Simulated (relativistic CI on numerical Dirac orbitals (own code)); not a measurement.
Method of calculation: Dirac-Coulomb-Breit CI, separate exchange-only KLI orbitals for each configuration, a model potential for QED, unscaled Slater integrals (own radial code, finite nucleus).

CI space (outside the closed core [Ar] 3d10): 4s²4p⁶4d⁷, 4s²4p⁶4d⁶4f, 4s²4p⁵4d⁸, 4s4p⁶4d⁸, 4s²4p⁵4d⁷4f, 4s4p⁶4d⁷4f, 4s²4p⁶4d⁶5s, 4s²4p⁶4d⁵4f5s, 4s²4p⁶4d⁶5p, 4s²4p⁵4d⁷5s, 4s²4p⁶4d⁶5f, 4s²4p⁶4d⁵5s5p, 4p⁶4d⁸4f, 4s²4p⁶4d⁶6s, 4s4p⁶4d⁷5s, 4p⁶4d⁹, 4p⁵4d¹⁰, 4p⁵4d⁹4f, 4s²4p⁶4d⁵5s², 4s²4p⁶4d⁴4f5s², 4s²4p⁵4d⁵4f5s², 4s4p⁶4d⁵4f5s², 4p⁶4d⁸5s, 4p⁵4d⁹5s, 4p⁵4d⁸4f5s, 4p⁶4d⁷5s², 4p⁶4d⁶4f5s², 4p⁵4d⁸5s², 4p⁵4d⁷4f5s². Double excitations out of closed p, d and f shells are left out; levels of such configurations are missing from the list, as are those of other unlisted configurations, and high levels can miss mixing partners.

At this charge energies of transitions that change n are usually good to better than 1 %, and those within a shell (Δn = 0) to a few per cent. Terms inside the open d or f shell come out 10 to 20 % too wide with unscaled integrals.

Outline of the computed level scheme of Ir XXXV. Lowest level of each configuration: 4s²4p⁶4d⁷ ⁴F9/2 at 0.000 eV; 4s²4p⁵4d⁸ ⁴G°11/2 at 196.851 eV; 4s²4p⁶4d⁶4f ⁴G°9/2 at 208.155 eV.

Some strong electric-dipole decays among the lowest 45 levels: 4s²4p⁵4d⁸ ²P°1/2 → 4s²4p⁶4d⁷ ²P3/2 (5.4e+10 s⁻¹); 4s²4p⁵4d⁸ ⁴D°7/2 → 4s²4p⁶4d⁷ ⁴F9/2 (5.2e+10 s⁻¹); 4s²4p⁵4d⁸ ⁴F°9/2 → 4s²4p⁶4d⁷ ⁴F9/2 (4.7e+10 s⁻¹); 4s²4p⁵4d⁸ ²D°5/2 → 4s²4p⁶4d⁷ ²D5/2 (3.7e+10 s⁻¹); 4s²4p⁵4d⁸ ²P°3/2 → 4s²4p⁶4d⁷ ²D5/2 (3.7e+10 s⁻¹); 4s²4p⁶4d⁶4f ⁴F°7/2 → 4s²4p⁶4d⁷ ⁴F9/2 (3.5e+10 s⁻¹); 4s²4p⁵4d⁸ ⁴D°5/2 → 4s²4p⁶4d⁷ ⁴F7/2 (3.0e+10 s⁻¹); 4s²4p⁶4d⁶4f ⁴F°7/2 → 4s²4p⁶4d⁷ ⁴F9/2 (2.9e+10 s⁻¹).

LS names give the leading component of a level, which can be under half, so a name can repeat, a term be missing and a line seem to break the LS rules.
